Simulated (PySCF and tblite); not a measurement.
Values are calculated unless marked as measured or tabulated.
C₅H₉Br, numbered as in [CH3:1][C@@H:2]1[CH2:3][CH2:4][C@@H:5]1[Br:6].

Free energies: PBE0-D3(BJ)/pcSseg-1 (IEF-PCM, chloroform) on GFN2-xTB structures plus GFN2-xTB thermal terms, symmetry and mirror images included. Conformers within 2.5 kcal/mol (GFN2-xTB free energy) were kept, 6 at most. Run with PySCF (density fitting) and tblite.

The 4-ring runs over atoms 2–3–4–5.

```tsv
conformer	shape	symmetry
1	4-ring puckered (ring torsions -14, 14, -14, 14°)	C1
2	4-ring flat	C1
```

Problem. Which of these conformers is the most populated at 298.15 K, and with what share?

Solution. Conformer 1, about 78 %.

Problem. Give the DFT energies and free energies relative to the lowest, and all weights.

Solution. 
```
conformer                                              shape  E(DFT) kcal/mol  G(298.15 K) kcal/mol  weight %
        1  4-ring puckered (ring torsions -14, 14, -14, 14°)             0.00                  0.00      77.9
        2                                        4-ring flat             1.09                  0.75      22.1
```

Problem. How does its share change from 250 K to 350 K?

Solution. From 83 % to 74 %; the mixing entropy goes from 0.92 to 1.14 cal/(mol K).

GFN2-xTB leaves a saturated small ring flat here that puckers in reality.
